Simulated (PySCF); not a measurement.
BF2H5P2.
Structure used (PBE0-D3(BJ)/def2-SVP), in Å, numbered top down from 1:
```xyz
10
BF2H5P2 angstrom
B     -1.189    0.727   -0.401
P     -0.067   -0.346    0.612
F      0.156    0.155    2.105
F     -0.634   -1.806    0.886
P      1.999   -0.830    0.040
H     -0.571    1.779   -0.461
H     -2.236    0.765    0.219
H     -1.225    0.125   -1.463
H      1.569   -1.132   -1.289
H      2.250    0.542   -0.269
```

Theory: PBE0-D3(BJ)/def2-SVP geometry optimisation, gas phase in PySCF.

Take the most abundant isotopes and a rigid rotor. The values belong to one conformer with, in the numbering `[BH3-:1][P+:2]([F:3])([F:4])[PH2:5]`, B1–P2–P5–H -47° and 46°.

Question: Give the principal moments of inertia and the rotational constants in MHz.

Answer: Ia = 134.14, Ib = 221.85, Ic = 234.32 u·Å²; 505379 MHz·u·Å²/I gives A = 3768, B = 2278, C = 2157 MHz.

Question: Classify the top.

Answer: An asymmetric top: κ = (2 × 2278 − 3768 − 2157)/(3768 − 2157) = -0.85.

Question: What does the inertial defect say?

Answer: Not planar: Δ = Ic − Ia − Ib = -121.67 u·Å². For a rigid frame Δ = −2 Σ m c², so Σ m c² = 60.83 u·Å² lies off the ab plane: 4.27 from hydrogen and 56.56 from heavier atoms. The atom farthest from that plane is 1.23 Å away.

Question: Give the other two planar moments, Paa and Pbb, and the rms extents of the mass along the axes.

Answer: Paa = Σ m a² = (Ib + Ic − Ia)/2 = 161.01 and Pbb = Σ m b² = (Ia + Ic − Ib)/2 = 73.31 u·Å². With the mass M = 115.99 u, the rms extents √(P/M) along a, b and c are 1.18, 0.79, 0.72 Å.

Question: Predict some low-J microwave lines.

Answer: The dipole components are |μa| = 3.03 D, |μb| = 0.29 D, |μc| = 0.00 D; the mirror of this Cs structure is the ab plane, so μc vanishes by symmetry (the 0.01 D computed is a residue) and there are no c-type lines. Intensities carry the squares of the components, which stand as 1.00 : 0.01 (a : b). Some lines, for components of 0.1 D or more:

| type | branch | J(Ka,Kc) | MHz | lower level (cm⁻¹) |
| --- | --- | --- | --- | --- |
| a | Q | 2(1,1) ← 2(1,2) | 364 | 0.489 |
| b | Q | 1(1,0) ← 1(0,1) | 1611 | 0.148 |
| b | Q | 2(1,1) ← 2(0,2) | 1739 | 0.444 |
| a | R | 1(0,1) ← 0(0,0) | 4435 | 0.000 |
| b | R | 1(1,1) ← 0(0,0) | 5924 | 0.000 |
| b | R | 2(0,2) ← 1(1,1) | 7373 | 0.198 |
| a | R | 2(1,2) ← 1(1,1) | 8748 | 0.198 |
| a | R | 2(0,2) ← 1(0,1) | 8863 | 0.148 |
| b | R | 2(1,2) ← 1(0,1) | 10238 | 0.148 |
| b | R | 2(2,1) ← 1(1,0) | 13459 | 0.202 |
| b | R | 2(2,0) ← 1(1,1) | 13588 | 0.198 |

PBE0-D3(BJ)/def2-SVP frequencies: not computed here. Constants of a rigid frame at the computed geometry: no zero-point averaging, no centrifugal distortion. A rigid rotor knows nothing of internal rotation, which can split or shift real lines. Quadrupole hyperfine structure (11B) is left out.
